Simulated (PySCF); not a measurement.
## Energy of Co⁺ (cobalt, charge +1) between two integer charges

The 3d beta orbital of [Ar] 3d8 is emptied in steps (occupation f), with all orbitals relaxed, ending at [Ar] 3d7. Calculation: PySCF 2.14, in aug-cc-pVTZ-DK; the spin-free X2C one-electron Hamiltonian (Gaussian nucleus). The exact energy is a straight line in f; departures are measured from the line between the end points of the same method.

```csv
f,B3LYP (eV)
1,0.000
0.75,-0.887
0.5,-1.206
0.25,-0.920
0,0.000
```

Task: For B3LYP, how does the orbital energy at f = 1 compare with the removal energy?

Result: −ε = 13.303 eV against a total-energy difference of 17.932 eV. By Janak's theorem ε = ∂E/∂f, so the gap between them reflects the curvature. Along the path −ε is 15.494 (f = 0.75), 17.843 (f = 0.5), 20.323 (f = 0.25) eV.

Reference removal energy between the ground levels: 17.084 eV (measured; NIST Atomic Spectra Database, ionization energies). The calculation has no spin-orbit coupling. The determinant left behind need not be the lowest term of the ion.
